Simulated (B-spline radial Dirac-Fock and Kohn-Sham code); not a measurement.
# Eu²⁺ in Watson spheres of different radius

Model: Dirac-Fock ΔSCF + Breit + QED. Program: a B-spline atomic structure program. The ion, [Xe] 4f7, sits in a hollow sphere of charge Q = -2, a simple model of the Madelung potential. Inside the sphere an electron's potential energy is raised by the constant 14.40·|Q|/R eV, so binding energies fall by about that much as long as the orbitals stay inside.

```
radius (Å)  14.40 |Q|/R (eV)  1s (eV)  2s (eV)  2p1/2 (eV)  2p3/2 (eV)  3s (eV)  3p1/2 (eV)  3p3/2 (eV)  3d3/2 (eV)  3d5/2 (eV)  4s (eV)  4p1/2 (eV)  4p3/2 (eV)  4d3/2 (eV)  4d5/2 (eV)  4f (eV)  5s (eV)  5p1/2 (eV)  5p3/2 (eV)
       1.6             18.00  48517.8   8058.1      7618.1      6977.6   1806.3      1617.2      1484.4      1161.2      1133.1    372.6       298.3       269.2       145.7       140.6     2.26    48.99       26.75       22.89
         3              9.60  48525.9   8066.3      7626.2      6985.8   1814.5      1625.4      1492.6      1169.4      1141.2    380.8       306.5       277.4       153.9       148.7    10.45    57.22       34.96       31.10
```

From the smallest to the largest radius 1s moves by +8.2 eV, while the constant potential alone would give +8.4 eV; the difference comes from charge outside the sphere and its screening.

Values without a named source are computed, but for edge energies of neutral atoms, which are taken from tables.
